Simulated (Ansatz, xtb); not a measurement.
# Isomers of AlF2H3O4Si in order of energy

3 gas-phase structures of AlF2H3O4Si, from a drawn sample of its isomers (lower ones may exist). Each was relaxed with GFN2-xTB; where two conformers were screened, the lower at r2SCAN-D4/def2-SVP is listed:

A. `[OH][Al]([F])[O][Si](O)(O)F`, a singlet
B. `O[Si](O)(O)[O][Al]([F])[F]`, a singlet
C. `[OH][Al]([OH])[O][Si](O)(F)F`, a singlet

Task: Estimate their order in r2SCAN-D4/def2-SVP energy at these geometries, lowest first.

Result: Calculated order at r2SCAN-D4/def2-SVP: A (0.0), B (3.0), C (9.5) kJ/mol. Less than 1 kcal/mol parts A and B, so the order within that pair means little.

Energies above the lowest of each column, in kJ/mol:

```tsv
structure	GFN2-xTB	HF/STO-3G	r2SCAN-D4/def2-SVP
A	13.4	21.0	0.0
B	0.0	0.0	3.0
C	38.6	50.3	9.5
```

r2SCAN-D4/def2-SVP has A and B within 1 kcal/mol of each other at the bottom, and every level picks one of them. Some further structures that were screened fall inside this span and aren't listed. Flexible structures stand in one conformer each, not always the lowest. Frequencies (GFN2-xTB) were run for A alone.

Programs: Ansatz 0.2.0, xtb 6.7.1.
